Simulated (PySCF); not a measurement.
An unknown shows these calculated signals:

1H NMR (400 MHz, computed): δ 2.00 (s, 12H).

13C{1H} NMR (computed): δ 11.7 (CH3).

Level of theory: PBE0-D3(BJ)/def2-SVP structure, σ from GIAO-HF/pcSseg-1, in PySCF 2.14 (non-relativistic Hamiltonian, no solvent, a single conformation, equivalent nuclei averaged).

Chemical shifts δ = σref − σ; 1H and 13C against TMS, all at this level.

Which of these does the molecule contain: a vinyl group CH=CH2, a non-aromatic C=C double bond, a benzene ring, an S-methyl group?

Results:


- A vinyl group CH=CH2: no.
- A non-aromatic C=C double bond: no.
- A benzene ring: no.
- An S-methyl group: yes (δC 11.7; δH 2.00 (s)).

The data belong to Si(SMe)4, C$_{4}$H$_{12}$S$_{4}$Si; they needn't prove each group on their own.

Carbon signals by region: 1 below 50 ppm.

Shifts are as computed. Against solution values, carbons near 30 ppm lie about -0 ppm off and those near 130 ppm about +7 ppm. Of 1211 compounds with measured shifts, 218 miss one by over three times the rms of a fit or turn the order of signals round; such compounds aren't used in these exercises.
